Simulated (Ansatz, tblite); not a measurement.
Spin states of the cluster Na3Pb, each relaxed with PBE-D4/def2-TZVP in Ansatz. Electronic energies in the gas phase.

In the def2 sets Pb takes a core potential; there is no spin–orbit coupling. The xTB rows come from tblite. Correlated methods freeze 7 core orbitals; core or outer-core shells of Na, Pb are correlated, in sets that lack core-valence functions. The structure comes from a short search, and lower isomers may exist.

Doublet geometry (Cs within 0.1 Å):

```xyz
4

Na   -1.172    0.511   -2.338
Na    0.836    0.723    2.427
Na    1.604   -0.763   -0.644
Pb   -1.267   -0.471    0.555
```

Quartet geometry (C3v within 0.1 Å):

Cartesian coordinates in Å:
```
Na 0.534 1.051 -1.645
Na -1.587 0.894 0.882
Na 1.552 -0.037 1.303
Pb -0.499 -1.907 -0.539
```

⟨S²⟩: doublet 0.84 at PBE0-D4/def2-TZVP (pure 0.75), quartet 3.76 at PBE0-D4/def2-TZVP (pure 3.75).

Run but left out: HF/def2-SVP, HF/def2-TZVP, r2SCANh-D4/def2-TZVP, PBE-QIDH/def2-TZVP, MP2/def2-SVP, MP2/def2-TZVP, CCSD/def2-SVP, CCSD(T)/def2-SVP (doublet: ⟨S²⟩ 1.05 to 2.05, where a pure state has 0.75).

Only these spin states were relaxed. The quartet has other bonds than the doublet, so the gap mixes isomer and spin.

```
                 level  quartet − doublet (kcal/mol)  lowest of these                                  remarks
              GFN1-xTB                          32.3          doublet                                        –
              GFN2-xTB                          37.2          doublet                                        –
      PBE-D4/def2-TZVP                          15.2          doublet                                        –
     BLYP-D4/def2-TZVP                          18.8          doublet                                        –
   r2SCAN-D4/def2-TZVP                          12.1          doublet  spin-contaminated (⟨S²⟩ 1.01) (doublet)
     PBE0-D4/def2-TZVP                          13.1          doublet  spin-contaminated (⟨S²⟩ 0.84) (doublet)
CAM-B3LYP-D4/def2-TZVP                          15.6          doublet                                        –
     ωB97X-V/def2-TZVP                          15.4          doublet                                        –
     RPA@PBE/def2-TZVP                          13.1          doublet                                        –
```

Change of the quartet − doublet gap on mixing in exact exchange, in kcal/mol: PBE to PBE0 (25 % exact exchange) -2.2.

The xTB methods have no term that favours high spin, so they put low spin too low.
